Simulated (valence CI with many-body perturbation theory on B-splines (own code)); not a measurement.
## E1 transitions of Tm LVI

Calculated by valence CI with perturbative core correlation (CI+MBPT): four valence electrons over a frozen Dirac-Fock core [Ne], a basis of 11 s, 11 p, 10 d, 8 f, 5 g, 2 h functions for each j, with the one-electron correlation potential Σ1 (screened to all orders), the two-electron term Σ2, the three-electron term Σ3, Breit, model QED; selected single and double excitations, second order for the rest, scaled by the run's own slope (own B-spline code, finite nucleus).

No measured spectrum was set against this ion. As an estimate, large intervals hold to a few tenths of a per cent, small ones and those within an open d or f shell to about a per cent. Among the levels kept, up to 570 cm⁻¹ of a level comes from second order outside the variational space, and about a tenth of that is noise between levels of different J, which matters for small intervals.

Lines 51 to 100 of 515 in falling wavelength, among levels below 11006 × 10³ cm⁻¹, chosen from the strongest by gf and those to the six lowest levels. Wavelengths and rates use the calculated energies. Electric multipoles are in the length gauge, E1 and E2 with the static RPA response of the core. Weak lines are less certain than strong ones. Lines between different terms over intervals too small for the method are left out, as are lines whose strength nearly cancels. Where a level lies close to another of its J and parity, the split of strength between their lines is uncertain. The highest levels of a list are the least certain.

Levels are named by their leading jj configuration (3d3/2^4 stands for four electrons in 3d with j = 3/2), which in mixed levels can hold well under half, so a name can repeat and another be missing. Letters in brackets count levels of one name in rising energy.

| λ vac (Å) | Upper | Lower | A (s⁻¹) | S (a.u.) with core polarisation | S without |
| --- | --- | --- | --- | --- | --- |
| 71.81 | (3s 3p1/2 3d3/2 3d5/2) J=3 [b] | (3s 3p1/2 3p3/2 3d5/2) J=4 [c] | 1.51e+10 | 1.93e-02 | 1.96e-02 |
| 71.40 | (3s 3p1/2 3d3/2 3d5/2) J=3 [a] | (3s 3p1/2 3p3/2 3d5/2) J=4 [b] | 1.74e+10 | 2.19e-02 | 2.23e-02 |
| 71.14 | (3p1/2 3p3/2^2 3d5/2) J=3 | (3s 3p3/2^2 3d5/2) J=4 [a] | 3.97e+10 | 4.94e-02 | 5.02e-02 |
| 70.95 | (3s 3p1/2 3p3/2 3d5/2) J=3 [c] | (3s^2 3p3/2 3d5/2) J=4 | 2.58e+10 | 3.18e-02 | 3.23e-02 |
| 70.70 | (3p1/2^2 3d3/2 3d5/2) J=4 | (3s 3p1/2 3d3/2 3d5/2) J=4 [b] | 2.00e+10 | 3.14e-02 | 3.19e-02 |
| 70.25 | (3s 3p1/2^2 3p3/2) J=1 | (3s^2 3p1/2 3p3/2) J=1 | 1.14e+10 | 5.87e-03 | 5.96e-03 |
| 70.10 | (3s 3p1/2 3p3/2 3d3/2) J=2 [e] | (3s^2 3p3/2 3d3/2) J=3 | 2.45e+10 | 2.09e-02 | 2.12e-02 |
| 69.97 | (3s 3p1/2 3p3/2 3d5/2) J=4 [c] | (3s^2 3p3/2 3d5/2) J=4 | 1.62e+10 | 2.46e-02 | 2.50e-02 |
| 69.89 | (3p1/2 3p3/2^2 3d5/2) J=4 [a] | (3s 3p3/2^2 3d5/2) J=5 | 3.99e+10 | 6.05e-02 | 6.15e-02 |
| 69.70 | (3p1/2^2 3d3/2 3d5/2) J=4 | (3s 3p1/2 3d3/2 3d5/2) J=5 | 6.56e+10 | 9.87e-02 | 1.00e-01 |
| 69.51 | (3p1/2^2 3p3/2 3d5/2) J=2 | (3s 3p1/2 3p3/2 3d5/2) J=3 [a] | 2.28e+10 | 1.89e-02 | 1.92e-02 |
| 69.16 | (3s 3p1/2^2 3d3/2) J=1 | (3s 3p1/2^2 3p3/2) J=1 | 1.28e+10 | 6.25e-03 | 6.35e-03 |
| 69.11 | (3p1/2 3p3/2^2 3d5/2) J=4 [b] | (3s 3p3/2^2 3d5/2) J=4 [a] | 2.87e+10 | 4.20e-02 | 4.27e-02 |
| 69.05 | (3p1/2 3p3/2^2 3d3/2) J=2 [b] | (3s 3p3/2^2 3d3/2) J=3 [a] | 2.46e+10 | 2.00e-02 | 2.03e-02 |
| 68.62 | (3p1/2^2 3d3/2 3d5/2) J=3 | (3s 3p1/2 3d3/2 3d5/2) J=4 [a] | 5.72e+10 | 6.39e-02 | 6.49e-02 |
| 68.54 | (3p1/2 3p3/2^2 3d3/2) J=3 [b] | (3s 3p3/2^2 3d3/2) J=4 | 5.08e+10 | 5.65e-02 | 5.74e-02 |
| 68.54 | (3p1/2^2 3p3/2 3d5/2) J=4 | (3s 3p1/2 3p3/2 3d5/2) J=5 | 6.04e+10 | 8.64e-02 | 8.78e-02 |
| 67.94 | (3p1/2 3p3/2^2 3d5/2) J=5 | (3s 3p3/2^2 3d5/2) J=5 | 3.06e+10 | 5.21e-02 | 5.29e-02 |
| 67.93 | (3p1/2^2 3p3/2 3d3/2) J=3 | (3s 3p1/2 3p3/2 3d3/2) J=4 | 7.18e+10 | 7.78e-02 | 7.90e-02 |
| 67.88 | (3p1/2^2 3p3/2 3d3/2) J=2 | (3s 3p1/2 3p3/2 3d3/2) J=3 [a] | 4.29e+10 | 3.31e-02 | 3.36e-02 |
| 67.31 | (3p1/2^2 3d3/2^2) J=2 | (3s 3p1/2 3d3/2^2) J=2 [a] | 3.53e+10 | 2.66e-02 | 2.70e-02 |
| 66.78 | (3s 3p1/2 3p3/2 3d3/2) J=2 [b] | (3s 3p1/2 3p3/2^2) J=3 | 4.88e+10 | 3.59e-02 | 3.64e-02 |
| 66.73 | (3s 3p1/2^2 3d3/2) J=2 | (3s 3p1/2^2 3p3/2) J=1 | 4.69e+09 | 3.44e-03 | 3.50e-03 |
| 66.63 | (3s 3p1/2 3d3/2 3d5/2) J=3 [b] | (3s 3p1/2 3p3/2 3d5/2) J=4 [b] | 2.17e+10 | 2.22e-02 | 2.25e-02 |
| 64.79 | (3p1/2^2 3d3/2 3d5/2) J=2 | (3s 3p1/2 3d3/2 3d5/2) J=3 [b] | 4.14e+10 | 2.78e-02 | 2.82e-02 |
| 64.26 | (3s^2 3p1/2 3d3/2) J=2 | (3s^2 3p1/2 3p3/2) J=2 | 7.56e+09 | 4.95e-03 | 5.02e-03 |
| 63.86 | (3p1/2^2 3d3/2^2) J=2 | (3p1/2^2 3p3/2 3d3/2) J=3 | 2.72e+10 | 1.75e-02 | 1.77e-02 |
| 63.22 | (3p1/2^2 3p3/2 3d3/2) J=1 | (3s 3p1/2 3p3/2 3d3/2) J=2 [b] | 6.68e+10 | 2.50e-02 | 2.54e-02 |
| 61.51 | (3s^2 3p1/2 3d3/2) J=2 | (3s^2 3p1/2 3p3/2) J=1 | 2.97e+08 | 1.71e-04 | 1.73e-04 |
| 61.49 | (3p1/2^2 3p3/2 3d5/2) J=4 | (3s 3p1/2 3p3/2 3d5/2) J=4 [a] | 3.09e+10 | 3.19e-02 | 3.25e-02 |
| 60.41 | (3s 3p1/2^2 3d3/2) J=1 | (3s 3p1/2^2 3p3/2) J=2 | 4.60e+09 | 1.50e-03 | 1.52e-03 |
| 59.93 | (3s 3p1/2 3d3/2 3d5/2) J=4 [b] | (3s 3p1/2 3p3/2 3d5/2) J=4 [b] | 1.94e+10 | 1.86e-02 | 1.89e-02 |
| 58.55 | (3s 3p1/2^2 3d3/2) J=2 | (3s 3p1/2^2 3p3/2) J=2 | 1.22e+10 | 6.05e-03 | 6.14e-03 |
| 55.88 | (3p1/2^2 3d3/2 3d5/2) J=4 | (3p1/2^2 3p3/2 3d5/2) J=4 | 3.09e+10 | 2.39e-02 | 2.43e-02 |
| 55.13 | (3s 3p1/2 3d3/2 3d5/2) J=5 | (3s 3p1/2 3p3/2 3d5/2) J=5 | 2.02e+10 | 1.84e-02 | 1.87e-02 |
| 54.98 | (3s 3p1/2^2 3d5/2) J=3 | (3s^2 3p1/2 3d3/2) J=2 | 2.08e+08 | 1.19e-04 | 1.21e-04 |
| 53.45 | (3s^2 3p1/2 3d3/2) J=1 | (3s^2 3p1/2 3p3/2) J=2 | 3.98e+09 | 8.99e-04 | 9.16e-04 |
| 52.03 | (3s 3p1/2^2 3d5/2) J=2 | (3s^2 3p1/2 3d3/2) J=2 | 9.17e+08 | 3.19e-04 | 3.24e-04 |
| 51.53 | (3s^2 3p1/2 3d3/2) J=1 | (3s^2 3p1/2 3p3/2) J=1 | 2.36e+09 | 4.78e-04 | 4.83e-04 |
| 50.57 | (3s 3p1/2 3d5/2^2) J=4 [a] | (3s 3p1/2 3p3/2 3d5/2) J=3 [c] | 3.24e+10 | 1.86e-02 | 1.89e-02 |
| 49.85 | (3s 3p1/2 3d5/2^2) J=3 [b] | (3s 3p1/2 3p3/2 3d5/2) J=2 [d] | 1.48e+11 | 6.33e-02 | 6.42e-02 |
| 49.73 | (3s 3p1/2 3d5/2^2) J=3 [a] | (3s 3p1/2 3p3/2 3d5/2) J=2 [c] | 4.18e+10 | 1.78e-02 | 1.80e-02 |
| 49.05 | (3s 3p1/2 3d5/2^2) J=4 [b] | (3s 3p1/2 3p3/2 3d5/2) J=3 [d] | 1.79e+11 | 9.41e-02 | 9.54e-02 |
| 48.94 | (3s 3p1/2 3d3/2 3d5/2) J=3 [c] | (3s 3p1/2 3p3/2 3d3/2) J=3 [c] | 3.72e+10 | 1.51e-02 | 1.53e-02 |
| 48.83 | (3s 3p1/2 3d5/2^2) J=5 | (3s 3p1/2 3p3/2 3d5/2) J=4 [c] | 6.95e+10 | 4.39e-02 | 4.45e-02 |
| 48.52 | (3s 3p1/2 3d5/2^2) J=3 [b] | (3s 3p1/2 3p3/2 3d5/2) J=2 [c] | 9.16e+10 | 3.61e-02 | 3.67e-02 |
| 48.41 | (3s 3p1/2 3d3/2 3d5/2) J=4 [b] | (3s 3p1/2 3p3/2 3d3/2) J=3 [c] | 9.09e+10 | 4.58e-02 | 4.64e-02 |
| 48.27 | (3s 3p1/2 3d5/2^2) J=3 [b] | (3s 3p1/2 3p3/2 3d5/2) J=3 [d] | 6.27e+10 | 2.44e-02 | 2.47e-02 |
| 47.97 | (3s^2 3d5/2^2) J=4 | (3s^2 3p3/2 3d5/2) J=3 | 2.75e+11 | 1.35e-01 | 1.37e-01 |
| 47.94 | (3s 3p1/2 3d5/2^2) J=2 [b] | (3s 3p1/2 3p3/2 3d5/2) J=2 [c] | 4.45e+10 | 1.21e-02 | 1.23e-02 |
